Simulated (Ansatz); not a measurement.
Born–Oppenheimer molecular dynamics of AlCl$_{2}$F (4 atoms, charge 0, multiplicity 1). It starts from a relaxed structure.

These are results of RKS PBE0-D4/def2-SVP in Ansatz 0.2.0, not measurements.

```json
{
  "ensemble": "NVE (Milne-controlled integrator)",
  "time step": "2 fs",
  "steps asked": "250",
  "starting velocities drawn for": "500 K",
  "seed": "348118"
}
```

Frames 4 fs apart, positions in Å, forces in eV/Å.

Velocities at 420.0 fs (Å/ps):

```
Al 4.18 -3.33 -2.97
F -3.23 1.85 -2.09
Cl -0.43 0.82 1.34
Cl -1.02 0.72 2.04
```

```xyz
4
Properties=species:S:1:pos:R:3:forces:R:3 time_fs=420.0 energy_less_start_eV=0.044 T=332
Al 0.042 0.005 -0.010 -1.34 -0.03 -0.22
F -0.048 -0.001 1.628 0.15 0.01 0.33
Cl 1.766 0.007 -1.073 0.87 0.01 -0.33
Cl -1.772 -0.010 -1.067 0.31 0.01 0.23
4
Properties=species:S:1:pos:R:3:forces:R:3 time_fs=424.0 energy_less_start_eV=0.068 T=239
Al 0.054 -0.009 -0.022 -1.81 0.04 0.22
F -0.060 0.007 1.620 0.21 -0.02 0.13
Cl 1.766 0.010 -1.069 1.23 0.00 -0.55
Cl -1.775 -0.007 -1.058 0.37 -0.02 0.20
4
Properties=species:S:1:pos:R:3:forces:R:3 time_fs=428.0 energy_less_start_eV=0.073 T=219
Al 0.056 -0.022 -0.033 -1.84 0.10 0.53
F -0.071 0.014 1.614 0.25 -0.05 -0.04
Cl 1.772 0.014 -1.067 1.30 -0.01 -0.60
Cl -1.777 -0.005 -1.049 0.29 -0.04 0.11
4
Properties=species:S:1:pos:R:3:forces:R:3 time_fs=432.0 energy_less_start_eV=0.055 T=288
Al 0.048 -0.034 -0.041 -1.37 0.17 0.58
F -0.080 0.021 1.608 0.27 -0.07 -0.09
Cl 1.784 0.017 -1.067 1.02 -0.03 -0.45
Cl -1.778 -0.002 -1.039 0.08 -0.06 -0.04
4
Properties=species:S:1:pos:R:3:forces:R:3 time_fs=436.0 energy_less_start_eV=0.035 T=364
Al 0.032 -0.046 -0.046 -0.54 0.23 0.42
F -0.086 0.027 1.601 0.26 -0.10 -0.01
Cl 1.799 0.020 -1.069 0.51 -0.06 -0.17
Cl -1.778 0.000 -1.029 -0.23 -0.08 -0.24
4
Properties=species:S:1:pos:R:3:forces:R:3 time_fs=440.0 energy_less_start_eV=0.038 T=353
Al 0.014 -0.056 -0.048 0.38 0.29 0.17
F -0.090 0.033 1.593 0.24 -0.11 0.15
Cl 1.817 0.023 -1.073 -0.04 -0.10 0.12
Cl -1.779 0.003 -1.020 -0.58 -0.08 -0.44
4
Properties=species:S:1:pos:R:3:forces:R:3 time_fs=444.0 energy_less_start_eV=0.063 T=257
Al -0.003 -0.065 -0.050 1.14 0.33 -0.06
F -0.093 0.037 1.587 0.22 -0.12 0.30
Cl 1.835 0.025 -1.075 -0.51 -0.13 0.36
Cl -1.783 0.004 -1.014 -0.84 -0.08 -0.60
4
Properties=species:S:1:pos:R:3:forces:R:3 time_fs=448.0 energy_less_start_eV=0.088 T=160
Al -0.013 -0.072 -0.051 1.55 0.37 -0.20
F -0.093 0.041 1.584 0.21 -0.13 0.35
Cl 1.850 0.027 -1.076 -0.82 -0.16 0.50
Cl -1.790 0.005 -1.009 -0.93 -0.09 -0.66
4
Properties=species:S:1:pos:R:3:forces:R:3 time_fs=452.0 energy_less_start_eV=0.094 T=137
Al -0.015 -0.076 -0.054 1.55 0.41 -0.24
F -0.092 0.043 1.583 0.20 -0.14 0.27
Cl 1.862 0.028 -1.075 -0.97 -0.17 0.55
Cl -1.801 0.006 -1.008 -0.78 -0.10 -0.59
4
Properties=species:S:1:pos:R:3:forces:R:3 time_fs=456.0 energy_less_start_eV=0.080 T=190
Al -0.008 -0.079 -0.058 1.18 0.44 -0.19
F -0.089 0.045 1.584 0.21 -0.16 0.07
Cl 1.870 0.029 -1.072 -0.95 -0.18 0.53
Cl -1.816 0.007 -1.009 -0.43 -0.11 -0.41
4
Properties=species:S:1:pos:R:3:forces:R:3 time_fs=460.0 energy_less_start_eV=0.063 T=256
Al 0.005 -0.078 -0.064 0.55 0.47 -0.07
F -0.085 0.045 1.586 0.23 -0.17 -0.17
Cl 1.874 0.028 -1.066 -0.80 -0.17 0.43
Cl -1.833 0.007 -1.012 0.02 -0.13 -0.19
4
Properties=species:S:1:pos:R:3:forces:R:3 time_fs=464.0 energy_less_start_eV=0.058 T=275
Al 0.022 -0.075 -0.069 -0.18 0.47 0.07
F -0.078 0.044 1.587 0.25 -0.18 -0.36
Cl 1.874 0.027 -1.058 -0.54 -0.15 0.27
Cl -1.849 0.006 -1.015 0.47 -0.14 0.02
```

Of the whole run (500 fs, mean temperature of the second half 252 K): The conserved energy stayed within 0.026 meV per atom of its start (net change -0.005 meV per atom), so the integration is sound. Over the second half the temperature averaged 0.50 of the 500 K drawn at the start: a run that starts near a minimum puts about half its kinetic energy into the potential. A run of 0.5 ps of so small a system gives no equilibrium averages.

The run took 9.1 min on 1 thread of Arm Neoverse V2, with other jobs on the host, peak memory 0.12 GiB.
